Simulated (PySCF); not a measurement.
Telling isomers of C₄H₆F₄OSi apart by NMR

One conformer, no solvent, fast rotation and ring inversion assumed for equivalent nuclei, non-relativistic Hamiltonian. GFN2-xTB geometry; PBE0/pcSseg-1 with gauge-including orbitals; PySCF 2.14.0 with density-fitted response routines.

Shifts are taken against calculated references (same method and geometry level): TMS for ¹H and ¹³C. Splittings of carbon signals by F and P are missing where no couplings were computed. Where no couplings were computed, multiplicities follow the n + 1 count of equivalent neighbours, and m marks all less simple cases (inequivalent or close neighbours, rings, F or P nearby). Shifts are as computed. Against solution values, carbons near 30 ppm lie about +3 ppm off and those near 130 ppm about +5 ppm. Of 1211 compounds with measured shifts, 218 miss one by over three times the rms of a fit or turn the order of signals round; such compounds aren't used in these exercises.

(1) Tabulate the signals of `F/C=C(\F)[C@@H]([SiH3])OC(F)F`, `F/C=C\O[SiH2]CC(F)(F)F` and their relative energies.

(2) What is the quickest way to tell F/C=C(\F)[C@@H]([SiH3])OC(F)F from F/C=C\O[SiH2]CC(F)(F)F?

Answers

(1) 
```tsv
SMILES	carbon types	δC	δH	E rel. (kcal/mol)
F/C=C(\F)[C@@H]([SiH3])OC(F)F	1×C 3×CH	155.6, 146.5, 129.5, 70.3	6.94 (m, 1H), 6.30 (m, 1H), 4.26 (m, 1H), 4.13 (m, 3H)	47.0
F/C=C\O[SiH2]CC(F)(F)F	1×C 2×CH 1×CH2	144.9, 136.4, 134.6, 26.5	6.66 (m, 1H), 5.99 (m, 1H), 5.30 (t, 2H), 2.06 (m, 2H)	0.0
```

Energies are electronic energies at PBE0/pcSseg-1 on these geometries, without zero-point or thermal terms, each for the one conformer computed, which needn't be the lowest.

(2) Both give the same number of carbon signals, but DEPT or the intensities differ. The first has an allylic sp3 CH bonded to O and Si at 70.3 ppm, the second an sp3 CH2 bonded to Si at 26.5 ppm. Their most deshielded carbons lie at 155.6 and 144.9 ppm.
